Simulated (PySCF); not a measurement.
## Polarisability and C₆ of Br+ (bromine, charge +1)

[Ar] 3d10 4s2 4p4, high-spin 3P determinant. Computed with PySCF 2.14 in aug-cc-pVQZ-DK, with the spin-free X2C one-electron Hamiltonian (Gaussian nucleus). Coupled (time-dependent) response in atomic units; α is the mean over directions.

| method | mean α (bohr³) | α xx, yy, zz | C₆ (like pair) | S(−4) |
| --- | --- | --- | --- | --- |
| UHF | 12.27 | 12.03, 12.76, 12.03 | 75.64 | 30.85 |
| PBE | 12.69 | 12.30, 13.46, 12.30 | 78.49 | 34.64 |
| PBE0 | 12.45 | 12.11, 13.12, 12.11 | 76.72 | 32.57 |

S(−4) is the Cauchy moment in α(ω) = α(0) + S(−4) ω² + …

Spin-orbit coupling is absent.

α(iu) at UHF:

| u (hartree) | α(iu) (bohr³) |
| --- | --- |
| 0 | 12.27 |
| 0.0500 | 12.20 |
| 0.100 | 11.97 |
| 0.200 | 11.17 |
| 0.300 | 10.07 |
| 0.500 | 7.728 |
| 0.750 | 5.411 |
| 1.00 | 3.870 |
| 1.50 | 2.200 |
| 2.00 | 1.414 |
| 3.00 | 0.7396 |
| 5.00 | 0.3230 |

A single London oscillator, α(iu) = α/(1 + u²/ω²), gives C₆ = (3/4) ω α². Matching the computed C₆ needs ω = 4 × 75.64 / (3 × 12.27²) = 0.670 hartree.

For an ion, C₆ is the dispersion term alone; charge-induced terms of lower order in 1/R come first.

The components differ because the open shell of this determinant is not spherical; for a pure term their mean is the scalar polarisability.
